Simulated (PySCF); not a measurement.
**Correlation energy of Sr (strontium, neutral)**

[Kr] 5s2, closed-shell 1S. Computed with PySCF 2.14 in def2-TZVP with the def2 core potential (28 electrons) (6s4p3d, 33 functions), with a scalar-relativistic core potential. Frozen: 4s2 4p6; 2 electrons correlated.

Total MP2 correlation energy: -17.37 mhartree.

Same-spin part 0.00 and opposite-spin part -17.37 mhartree; SCS-MP2 scales them by 1/3 and 6/5 to -20.84 mhartree.

With two correlated electrons CCSD is exact within the correlated space (frozen core and kept virtual orbitals).

```csv
level,correlation energy (mhartree)
CCSD,-25.68
```

Diagnostics: T1 = 0.014, D1 = 0.0194, largest double amplitude 0.121.

Cost of the coupled-cluster step: 0.09 s of wall time on 1 thread of Neoverse-V1 (shared host), for 2 correlated electrons.

Iterations:

```
CC2 = 0
CCSD nocc = 1, nmo = 29
frozen orbitals [0, 1, 2, 3]
max_cycle = 100
direct = 0
conv_tol = 1e-08
conv_tol_normt = 1e-06
diis_space = 8
diis_start_cycle = 0
Init t2, MP2 energy = -30.3644930973464  E_corr(MP2) -0.0173702689541067
Init E_corr(CCSD) = -0.0173702689541629
cycle = 1  E_corr(CCSD) = -0.0222970460143546  dE = -0.00492677706  norm(t1,t2) = 0.0570741
cycle = 2  E_corr(CCSD) = -0.0241111107273973  dE = -0.00181406471  norm(t1,t2) = 0.0257575
cycle = 3  E_corr(CCSD) = -0.0256417565145174  dE = -0.00153064579  norm(t1,t2) = 0.0134867
cycle = 4  E_corr(CCSD) = -0.0256743198187366  dE = -3.25633042e-05  norm(t1,t2) = 0.00322567
cycle = 5  E_corr(CCSD) = -0.0256873697004275  dE = -1.30498817e-05  norm(t1,t2) = 0.000714321
cycle = 6  E_corr(CCSD) = -0.0256769178046503  dE = 1.04518958e-05  norm(t1,t2) = 0.000116844
cycle = 7  E_corr(CCSD) = -0.0256823314778655  dE = -5.41367322e-06  norm(t1,t2) = 3.57316e-05
cycle = 8  E_corr(CCSD) = -0.0256814465729139  dE = 8.84904952e-07  norm(t1,t2) = 7.63293e-06
cycle = 9  E_corr(CCSD) = -0.0256814717410662  dE = -2.51681522e-08  norm(t1,t2) = 5.32456e-07
cycle = 10  E_corr(CCSD) = -0.025681478826748  dE = -7.08568184e-09  norm(t1,t2) = 1.05047e-07
CCSD converged
E(CCSD) = -30.37280430721907  E_corr = -0.02568147882674801
```
